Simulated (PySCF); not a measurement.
Xe: ionisation energy

Xe [Xe] (1S) → Xe⁺ [Kr] 4d10 5s2 5p5 (2P), as a difference of total energies. All numbers are calculated (PySCF 2.14, scalar relativity through the core potential, in aug-cc-pVQZ-PP with ECP28MDF). Correlated levels: valence: 4s2 4p6 4d10 frozen. The calculations carry no spin-orbit coupling.

```csv
method,ionisation energy (eV)
UHF,11.449
LDA,12.610
PBE,12.324
PBE0,12.386
BLYP,12.208
B97-3,12.330
TPSS,12.367
M06-2X,12.263
SCS-MP2 (valence),12.356
```

**Question.** Estimate what MP2 (valence) gives.

**Answer.** 12.410 eV, closest to PBE0 among the rows shown.

**Question.** Estimate what r2SCAN gives.

**Answer.** 12.421 eV, closest to PBE0 among the rows shown.

Errors of the correlated levels include the incompleteness of this basis and the frozen core.

For comparison: 12.565 eV (measured; NIST levels, between the centres of gravity of the two terms).
